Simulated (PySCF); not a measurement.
F$_{4}$Se, charge +1, doublet, at a GFN2-xTB geometry (a state made from the parent by changing its charge; the spin is typed, not shown lowest). Base run: CASSCF(5,6)/STO-3G (PySCF).

The PySCF input:
```python
from pyscf import gto, scf, mcscf
import numpy

mol = gto.M(
    atom='''
Se   -0.00456737    0.00273923    0.27574360
F     1.07430462    1.48415275    0.27120091
F     1.02795350   -0.74687612   -0.76474688
F    -1.08318448   -1.47882716    0.26489879
F    -1.00181915    0.73120234   -0.81305084
''',
    basis='sto-3g',
    charge=1,
    spin=1,
    verbose=4,
)

mf = scf.ROHF(mol)
mf.kernel()
mc = mcscf.CASSCF(mf, 6, 5)
mc.fix_spin_(ss=0.75)
mc.kernel()
occ = numpy.linalg.eigvalsh(mc.fcisolver.make_rdm1(mc.ci, mc.ncas, mc.nelecas))[::-1]
ss = mc.fcisolver.spin_square(mc.ci, mc.ncas, mc.nelecas)[0]
print('natural occupations', occ.round(4), ' <S^2>', round(ss, 4))
```

Each row names what was changed in the base input (with any setting that the change needs).

```csv
change,ΔE vs base (kcal/mol),natural occupations,<S^2> of the state
base,0.000,1.95 1.89 1.00 0.11 0.05 0.00,0.75
conv_tol = 1e-5,7.83,1.97 1.89 1.00 0.11 0.02 0.01,0.75
correction = SC-NEVPT2,-31.20,1.95 1.89 1.00 0.11 0.05 0.00,0.75
state_average = 2 states,14.77,-,-
solver = newton,7.83,1.97 1.89 1.00 0.11 0.02 0.01,0.75
"active space = 3 electrons, 3 orbitals",49.05,1.95 1.00 0.05,0.75
fix_spin_ = off,0.000,1.95 1.89 1.00 0.11 0.05 0.00,0.75
"active space = 3 electrons, 4 orbitals",17.01,1.89 1.00 0.11 0.00,0.75
"active space = 5 electrons, 5 orbitals",0.478,1.95 1.89 1.00 0.11 0.05,0.75
"active space = 7 electrons, 7 orbitals",-17.23,1.95 1.95 1.89 1.00 0.11 0.05 0.05,0.75
"active space = 7 electrons, 6 orbitals",-2.94,1.99 1.95 1.89 1.00 0.11 0.05,0.75
```

Active orbitals are taken around the Fermi level unless the row says otherwise; CASSCF can end in different local minima, and two programs can end on different orbitals. State-averaged rows give the lowest state.

Open shells are given as the SCF converged; they aren't shown to be the lowest states, and a large step between rows can be another state.
